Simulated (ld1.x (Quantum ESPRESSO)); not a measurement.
# ruthenium, RRKJ: configuration errors across variants

ld1.x (Quantum ESPRESSO) 7.5 input, shortened:

```
&input
   title='Ru', zed=44., rel=2, dft='BP', iswitch=3,
   config='[Kr] 4d7 5s1 5p0', rel_dist='average'
 /
 &inputp
   pseudotype=2, tm=.false., rho0=0.01, lloc=-1, rcloc=1.10,
   nlcc=.false.
 /
3
4S  1  0   2.00   0.00  1.35  1.35  0.0
4P  2  1   6.00   0.00  1.60  1.60  0.0
4D  3  2   7.00   0.00  2.20  2.20  0.0
 &test
   configts(1)='4s2 4p6 4d7 5s1 5p0'
 /
```

Open shells are filled in proportion to 2j + 1 (rel_dist='average').

Occupied shells without a wave of their own: 5s. They enter only through the test configuration that unscreens the potential.

All-electron excitation energies from the reference (eV): (1) 4s2 4p6 4d7 5s0 5p0 7.469; (2) 4s2 4p6 4d6 5s0 5p0 25.770; (3) 4s2 4p6 4d5 5s0 5p0 56.479; (4) 4s2 4p6 4d7.5 5s0.5 5p0 -0.296; (5) 4s2 4p6 4d8 5s0 5p0 -0.297.

For the base: The 5s level has no wave, so the channel is fitted at the deeper level alone: the likely source of the large errors.

On the changes marked as counting shells twice: ld1.x takes every shell without a wave as core, so the model core holds the marked electrons as well and exchange and correlation see them twice. This cancels in the reference configuration, but the file is broken for other ones, and its errors say nothing about a proper core correction.

Tests that are not counted but printed errors over 1 eV. “base”: 4s1 4p6 4d7 5s1 5p0 (an occupied level unbound or not found, printed error -10.6 eV); 4s2 4p6 4d6 5s1 5p1 (an occupied level unbound or not found, printed error -320 eV). “wave 4p (bound): rc 1.60 bohr becomes 4p (bound): rc 2.16 bohr”: 4s1 4p6 4d7 5s1 5p0 (an occupied level unbound or not found, printed error -10.6 eV); 4s2 4p6 4d6 5s1 5p1 (solver errors, printed error -1934 eV). “core correction a·sin(br)/r model core inside 1.12 bohr (5s counted twice)”: 4s1 4p6 4d7 5s1 5p0 (solver errors, printed error -11.1 eV); 4s2 4p6 4d6 5s1 5p1 (solver errors, printed error -14.2 eV). “all radii scaled by about 0.74 (s 1.00, p 1.18, d 1.62 bohr); local potential all-electron potential smoothed inside 0.82 bohr (lloc = -1)”: 4s2 4p6 4d8 5s0 5p0 (an occupied level unbound or not found, printed error +38.7 eV); 4s1 4p6 4d7 5s1 5p0 (an occupied level unbound or not found, printed error +7.3 eV); 2 more.

5 further variants failed, have other tests or another functional or relativity, and are left out.

The file “base” misses its own reference levels by 2.1 eV. The file “wave 4p (bound): rc 1.60 bohr becomes 4p (bound): rc 2.16 bohr” misses its own reference levels by 2.1 eV. The file “type ultrasoft; waves now 4s (bound): rcut 1.30, rcutus 1.35 bohr; 5s (bound): rcut 1.30, rcutus 1.35 bohr; 4p (bound): rcut 1.50, rcutus 1.60 bohr; 5p (bound): rcut 1.50, rcutus 1.60 bohr; 4d (bound): rcut 1.90, rcutus 2.20 bohr; 4d channel at 2.6 Ry: rcut 1.90, rcutus 2.20 bohr; local potential all-electron potential smoothed inside 2.10 bohr (lloc = -1); augmentation built from norm-conserving waves at rcut, not smoothed further; rho0 0” misses its own reference levels by 0.9 eV. The file “core correction a·sin(br)/r model core inside 1.12 bohr (5s counted twice)” misses its own reference levels by 2.1 eV. The file “local potential the p channel” misses its own reference levels by 2.3 eV.

Errors AE − PS in meV (a dash: test not solved or not reliable):

| change | (1) | (2) | (3) | (4) | (5) | bound ghosts |
| --- | --- | --- | --- | --- | --- | --- |
| base | -3101 | -5376 | -8151 | -938 | -1493 | not determined |
| wave 4p (bound): rc 1.60 bohr becomes 4p (bound): rc 2.16 bohr | -3118 | -5393 | -8170 | -941 | -1510 | not determined |
| type ultrasoft; waves now 4s (bound): rcut 1.30, rcutus 1.35 bohr; 5s (bound): rcut 1.30, rcutus 1.35 bohr; 4p (bound): rcut 1.50, rcutus 1.60 bohr; 5p (bound): rcut 1.50, rcutus 1.60 bohr; 4d (bound): rcut 1.90, rcutus 2.20 bohr; 4d channel at 2.6 Ry: rcut 1.90, rcutus 2.20 bohr; local potential all-electron potential smoothed inside 2.10 bohr (lloc = -1); augmentation built from norm-conserving waves at rcut, not smoothed further; rho0 0 | – | – | – | – | – | not determined |
| core correction a·sin(br)/r model core inside 1.12 bohr (5s counted twice) | -3421 | -5876 | -8847 | -962 | -1706 | not determined |
| all radii scaled by about 0.74 (s 1.00, p 1.18, d 1.62 bohr); local potential all-electron potential smoothed inside 0.82 bohr (lloc = -1) | +3039 | +10810 | +19170 | – | – | not determined |
| local potential the p channel | -171 | -258 | -318 | -58 | -105 | not determined |

**Question.** Give the same row for: local potential all-electron potential smoothed inside 1.70 bohr (lloc = -1).

**Answer.** +3039, +10809, +19196, –, –; bound ghosts: not determined. Not counted: 4s1 4p6 4d7 5s1 5p0 (solver errors, printed error -2317 eV); 4s2 4p6 4d6 5s1 5p1 (solver errors, printed error -1637 eV); 2 more.
